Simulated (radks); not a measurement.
Q: Ge III, 30 electrons, occupied as [Ar] 3d10 4s2 (the NIST ground configuration). Calculated with a radial shooting solver on a logarithmic mesh with Libxc functionals: Dirac Kohn-Sham, PBE, spin-unpolarised, spherical densities, finite nucleus; Fermi nuclear charge, rms radius 4.0742 fm. Some entries of the table are withheld. Estimate them.

orbital,occ.,eigenvalue (eV),<r> (bohr),r(max) (bohr)
1s1/2,2,-10977.98,(1),0.03073
2s1/2,2,-1391.215,(2),0.1761
2p1/2,2,-1239.682,0.1812,(3)
2p3/2,4,-1207.805,0.1848,(4)
3s1/2,2,(5),0.6241,0.5425
3p1/2,2,-138.4206,0.6397,0.5376
3p3/2,4,-134.1442,0.6503,0.5460
3d3/2,4,-49.5387,0.7286,0.5020
3d5/2,6,-48.9511,0.7337,0.5048
4s1/2,2,-29.2462,1.942,(6)

A: 
(1) 1s1/2 <r> (bohr): 0.04700
(2) 2s1/2 <r> (bohr): 0.2098
(3) 2p1/2 r(max) (bohr): 0.1392
(4) 2p3/2 r(max) (bohr): 0.1421
(5) 3s1/2 eigenvalue (eV): -188.3845
(6) 4s1/2 r(max) (bohr): 1.671
